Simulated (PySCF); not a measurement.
## How methods differ on the ionisation energy of Br⁺

Br⁺ [Ar] 3d10 4s2 4p4 (3P) → Br²⁺ [Ar] 3d10 4s2 4p3 (4S), as a difference of total energies. All numbers are calculated (PySCF 2.14, no relativity, point nucleus, in dyall-av2z). Correlated levels: valence: [Ar] 3d10 frozen; virtual orbitals above 40 to 60 times the deepest correlated orbital energy dropped. The calculations carry no spin-orbit coupling.

Question: Order these methods by the ionisation energy they give, lowest first.
A. r2SCAN
B. LDA
C. PBE
D. UHF

Answer: D (20.211 eV), C (21.347 eV), A (21.428 eV), B (21.649 eV).

A first-order spin-orbit estimate (lowest level to lowest level, LS coupling) adds 0.150 eV.

These non-relativistic numbers lack the scalar-relativistic shift.

Errors of the correlated levels include the incompleteness of this basis and the frozen core.

For comparison: 21.591 eV (measured; NIST Atomic Spectra Database, ionization energies).
